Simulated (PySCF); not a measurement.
Electric field gradients and quadrupole coupling constants

Compound: C₆H₁₂OSi₂.
Numbering: `[CH3:1][C:2]#[C:3]/[CH:4]=[CH:5]\[CH2:6][SiH2:7][O:8][SiH3:9]` (hydrogens: H10, H11, H12 on C1; H13 on C4; H14 on C5; H15, H16 on C6; H17, H18 on Si7; H19, H20, H21 on Si9)

Cartesian coordinates in Å at the GFN2-xTB level; atoms count from 1:
```
atom  x, y, z in Å
C1    -3.5106   -0.7853    1.3539
C2    -2.8252   -0.3002    0.1763
C3    -2.2563    0.1065   -0.8034
C4    -1.6162    0.5756   -1.9689
C5    -0.3595    1.0227   -1.9972
C6     0.5469    1.0581   -0.8231
Si7    1.7027   -0.4610   -0.8023
O8     2.6576   -0.3917    0.5053
Si9    3.4062    0.0309    1.8761
H10   -2.8608   -0.7120    2.2263
H11   -4.4100   -0.1948    1.5325
H12   -3.7985   -1.8281    1.2160
H13   -2.2186    0.5579   -2.8687
H14    0.0623    1.3530   -2.9368
H15   -0.0433    1.0671    0.0953
H16    1.1475    1.9699   -0.8448
H17    2.6111   -0.4529   -1.9506
H18    0.9396   -1.7017   -0.6861
H19    4.2049    1.2211    1.5859
H20    2.3804    0.3107    2.8802
H21    4.2307   -1.1195    2.2337
```

Field gradients from the PBE0/pcSseg-1 density (PySCF, non-relativistic), principal values in atomic units, ordered |Vxx| ≤ |Vyy| ≤ |Vzz|:

```json
{"atom": "O8", "Vxx": "-0.5304", "Vyy": "-0.6209", "Vzz": "1.1513"}
```

Task: Find the asymmetry η = (Vxx − Vyy)/Vzz and the couplings χ = eQV/h (234.96 MHz × Q in barn × V in au), with Q(17O) = −0.0256 b.

Result: 
```csv
atom,environment,nucleus,η,χzz (MHz),χxx (MHz),χyy (MHz)
O8,siloxane oxygen,17O,0.08,-6.93,3.19,3.73
```

Task: What is Vzz at O8 in SI units (1 au = 9.71736 × 10²¹ V/m²)?

Result: 1.1513 au = 11.187 × 10²¹ V/m².

Task: What couplings would deuterons (Q(2H) = 0.00286 b) have in place of the hydrogens, at this geometry?

Result: 
```json
{"atom": "H10", "bonded to": "C1", "bond length (Å)": "1.090", "Vzz (au)": "0.3080", "η": "0.02", "χzz (kHz)": "207"}
{"atom": "H11", "bonded to": "C1", "bond length (Å)": "1.091", "Vzz (au)": "0.3072", "η": "0.02", "χzz (kHz)": "206"}
{"atom": "H12", "bonded to": "C1", "bond length (Å)": "1.091", "Vzz (au)": "0.3074", "η": "0.02", "χzz (kHz)": "207"}
{"atom": "H13", "bonded to": "C4", "bond length (Å)": "1.083", "Vzz (au)": "0.3236", "η": "0.08", "χzz (kHz)": "217"}
{"atom": "H14", "bonded to": "C5", "bond length (Å)": "1.082", "Vzz (au)": "0.3248", "η": "0.06", "χzz (kHz)": "218"}
{"atom": "H15", "bonded to": "C6", "bond length (Å)": "1.092", "Vzz (au)": "0.3058", "η": "0.04", "χzz (kHz)": "206"}
{"atom": "H16", "bonded to": "C6", "bond length (Å)": "1.092", "Vzz (au)": "0.3111", "η": "0.04", "χzz (kHz)": "209"}
{"atom": "H17", "bonded to": "Si7", "bond length (Å)": "1.464", "Vzz (au)": "0.1592", "η": "0.01", "χzz (kHz)": "107"}
{"atom": "H18", "bonded to": "Si7", "bond length (Å)": "1.461", "Vzz (au)": "0.1608", "η": "0.02", "χzz (kHz)": "108"}
{"atom": "H19", "bonded to": "Si9", "bond length (Å)": "1.462", "Vzz (au)": "0.1601", "η": "0.03", "χzz (kHz)": "108"}
{"atom": "H20", "bonded to": "Si9", "bond length (Å)": "1.462", "Vzz (au)": "0.1600", "η": "0.03", "χzz (kHz)": "108"}
{"atom": "H21", "bonded to": "Si9", "bond length (Å)": "1.460", "Vzz (au)": "0.1621", "η": "0.02", "χzz (kHz)": "109"}
```

Geometry: GFN2-xTB, one conformer, isolated molecule. GFN2-xTB bond lengths can be off by several hundredths of an ångström, more for odd bonds, and the gradients follow them. These gradients aren't converged with respect to the basis.

These values come from a run that also computed NMR shieldings. Hardware: one thread, Intel Xeon at 2.50 GHz (x86_64), shared host with 64 logical CPUs at a one-minute load of 62. Cost: 3.4 min wall, 2.1 min CPU, 1.1 GiB resident at most.
